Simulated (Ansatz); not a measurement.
`BN=C=C` + CH₃OH → `BOC` + `C=C=N` at 500 K and 1 bar (ligand exchange at a B–N bond).

Isolated molecules relaxed with PBE0-D4/def2-TZVP in Ansatz; ΔE leaves out vibrations. CCSD(T)/CBS adds triple-zeta CCSD(T) − MP2 to the extrapolated MP2 energy (def2 sets, frozen cores). This one scheme is used for every species. One conformer a species, not always the lowest.

```json
{"species": "`BN=C=C`", "CCSD(T)/CBS energy (Eh)": "-157.96924", "H − E (kJ/mol)": "180.6", "S (J/(mol·K))": "324.1"}
{"species": "CH₃OH", "CCSD(T)/CBS energy (Eh)": "-115.61712", "H − E (kJ/mol)": "157.0", "S (J/(mol·K))": "265.4"}
{"species": "`BOC`", "CCSD(T)/CBS energy (Eh)": "-141.04597", "H − E (kJ/mol)": "196.3", "S (J/(mol·K))": "305.9"}
{"species": "`C=C=N`", "CCSD(T)/CBS energy (Eh)": "-132.55079", "H − E (kJ/mol)": "140.3", "S (J/(mol·K))": "282.8"}
```

H − E and S are ideal-gas, rigid-rotor, harmonic terms from PBE0-D4/def2-TZVP, for one conformer and one mirror image of each species. 1 Eh = 2625.50 kJ/mol, R = 8.31446 J/(mol·K).

By hand: ΔE, ΔH, ΔS and ΔG.

ΔE = (-141.04597) + (-132.55079) − (-157.96924) − (-115.61712) = -0.01040 Eh = -27.3 kJ/mol. Δ(H − E) = 196.3 + 140.3 − 180.6 − 157.0 = -1.0, so ΔH = -28.3 kJ/mol. ΔS = 305.9 + 282.8 − 324.1 − 265.4 = -0.8 J/(mol·K). ΔG = -28.3 − 500 × (-0.8)/1000 = -27.9 kJ/mol.

By hand: the equilibrium constant, and the temperature at which ΔG would vanish if ΔH and ΔS stayed fixed.

log₁₀ K = −ΔG/(RT ln 10) = 2.9. ΔG = 0 at ΔH/ΔS = 35375 K, far beyond where these terms or the molecules hold.

The number of gas molecules stays the same, so ΔS is small and ΔH decides. A doubt of 5 kJ/mol in ΔE shifts log₁₀ K by 0.5 here. Other conformers and mirror images would add mixing entropy, several J/(mol·K) or more a flexible species. These are equilibria of isolated gas molecules and say nothing of rates. Largest T1 diagnostic: 0.017 (customary marks: 0.02 for closed shells, 0.045 for open ones).
